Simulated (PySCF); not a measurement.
## Krypton: a sound run and one with changed settings

Sound run: Kr [Kr], Kr⁺ [Ar] 3d10 4s2 4p5. All numbers are calculated (PySCF 2.14, scalar relativity by spin-free X2C-1e, in x2c-TZVPall). In the sound run the correlated levels freeze [Ar] 3d10. The sound run starts from symmetry-adapted Hartree-Fock orbitals and uses a fine grid where one is needed.

Changed run: no relativity, point nucleus. This setting is unsound on purpose.

```tsv
species	method	sound run (hartree)	changed run (hartree)	converged
Kr	UHF	-2788.17927	-2733.09435	yes
Kr	TPSS	-2789.92540	-2734.88217	yes
Kr	M06-L	-2789.91403	-2734.85195	yes
Kr	MP2	-2788.35165	-2733.26687	yes
Kr	CCSD(T)	-2788.37249	-2733.28830	yes
Kr⁺	UHF	-2787.69941	-2732.61224	yes
Kr⁺	TPSS	-2789.40825	-2734.36268	yes
Kr⁺	M06-L	-2789.40767	-2734.34273	yes
Kr⁺	MP2	-2787.83715	-2732.75056	yes
Kr⁺	CCSD(T)	-2787.86089	-2732.77519	yes
```

Ionisation energy of Kr:

```csv
method,sound run (eV),changed run (eV)
UHF,13.057,13.119
TPSS,14.072,14.136
M06-L,13.779,13.857
MP2,14.000,14.050
SCS-MP2,13.915,13.963
CCSD,13.881,13.925
CCSD(T),13.921,13.963
```

Most of the change in total energy is the relativistic energy itself. On top of that the contraction fixes the core shape for the Hamiltonian it was made with, so the changed run is not a good calculation with the other Hamiltonian either.

For comparison, NIST gives 14.000 eV between the lowest levels.
